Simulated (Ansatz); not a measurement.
Calculated with Ansatz (gas phase, PBE0-D4/def2-TZVP geometries, no zero-point term in ΔE). CCSD(T)/CBS is the MP2 limit (def2-TZVPP, def2-QZVPP) plus CCSD(T) − MP2 in def2-TZVPP, frozen cores. Functionals use def2-TZVPP. B3LYP here is the variant with VWN-RPA as its local correlation; programs differ in this. Each species was taken in one conformer, which may not be the lowest.

Consider the redistribution: `[NH2][Al]([OH])[OH]` + `CN[SiH](S)Cl` → `C[NH][Al]([OH])[OH]` + `N[SiH](S)Cl`.

```csv
level,ΔE (kcal/mol)
ωB97M-V,1.8
B2PLYP,1.5
PBE,1.2
r2SCAN,1.5
B3LYP,1.1
HF/def2-TZVPP,1.2
HF/CBS(def2),1.2
CCSD/CBS(def2),1.9
```

(1) What does CCSD(T)/CBS give? (Best estimate.)

Largest T1 diagnostic among the species: 0.011.

Answers

(1) Computed: +2.0 kcal/mol. The listed levels differ from it by -0.2, -0.5, -0.8, -0.5, -0.9, -0.8, -0.8, -0.1 kcal/mol.

The D4 term adds +0.8 kcal/mol with B3LYP and +0.5 kcal/mol with PBE0; it sums over pairs of atoms, weighted by their polarisabilities, and B3LYP, whose exchange is more repulsive, gets the larger term.
